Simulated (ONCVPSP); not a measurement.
## u(r) = r·R(r): atom against pseudo-atom (Mn)

Columns: radius, all-electron u(r) and pseudo u(r) of the 3d shell (level -7.01 eV) of manganese in the configuration [Ne] 3s2 3p6 3d5 4s2; LDA (Perdew-Zunger), scalar-relativistic, ONCV scheme, ONCVPSP 4.0.1.

```json
{"r (bohr)": "0.075", "all-electron": "0.0299", "pseudo": "0.0034"}
{"r (bohr)": "0.150", "all-electron": "0.1416", "pseudo": "0.0262"}
{"r (bohr)": "0.225", "all-electron": "0.2990", "pseudo": "0.0825"}
{"r (bohr)": "0.300", "all-electron": "0.4610", "pseudo": "0.1783"}
{"r (bohr)": "0.375", "all-electron": "0.6032", "pseudo": "0.3101"}
{"r (bohr)": "0.450", "all-electron": "0.7157", "pseudo": "0.4660"}
{"r (bohr)": "0.525", "all-electron": "0.7967", "pseudo": "0.6282"}
{"r (bohr)": "0.600", "all-electron": "0.8492", "pseudo": "0.7770"}
{"r (bohr)": "0.675", "all-electron": "0.8775", "pseudo": "0.8950"}
{"r (bohr)": "0.750", "all-electron": "0.8868", "pseudo": "0.9717"}
{"r (bohr)": "0.825", "all-electron": "0.8818", "pseudo": "1.0047"}
{"r (bohr)": "0.900", "all-electron": "0.8663", "pseudo": "0.9982"}
{"r (bohr)": "0.975", "all-electron": "0.8434", "pseudo": "0.9619"}
{"r (bohr)": "1.050", "all-electron": "0.8156", "pseudo": "0.9068"}
{"r (bohr)": "1.125", "all-electron": "0.7847", "pseudo": "0.8441"}
{"r (bohr)": "1.200", "all-electron": "0.7521", "pseudo": "0.7834"}
{"r (bohr)": "1.275", "all-electron": "0.7186", "pseudo": "0.7308"}
{"r (bohr)": "1.350", "all-electron": "0.6850", "pseudo": "0.6878"}
{"r (bohr)": "1.425", "all-electron": "0.6518", "pseudo": "0.6519"}
{"r (bohr)": "1.500", "all-electron": "0.6193", "pseudo": "0.6192"}
{"r (bohr)": "1.575", "all-electron": "0.5878", "pseudo": "0.5878"}
{"r (bohr)": "1.650", "all-electron": "0.5575", "pseudo": "0.5574"}
{"r (bohr)": "1.725", "all-electron": "0.5283", "pseudo": "0.5283"}
{"r (bohr)": "1.800", "all-electron": "0.5005", "pseudo": "0.5005"}
{"r (bohr)": "1.875", "all-electron": "0.4740", "pseudo": "0.4739"}
{"r (bohr)": "1.950", "all-electron": "0.4487", "pseudo": "0.4487"}
```

Problem. How many radial nodes do the two functions have?

Solution. The all-electron 3d function has n − l − 1 = 0; the pseudo-wave has 0.

Problem. At about which radius was the pseudo-wave matched?

Solution. 1.50 bohr, where the columns begin to agree (steps of 0.07 bohr).

Problem. Where does each function peak?

Solution. Outermost all-electron maximum near 0.75 bohr, pseudo maximum near 0.82 bohr (to the table’s step).

Problem. Is the pseudo-wave norm-conserving?

Solution. Yes: the ONCV scheme keeps the norm inside the radius equal to the all-electron one, which fixes the energy derivative of the logarithmic derivative at the level.
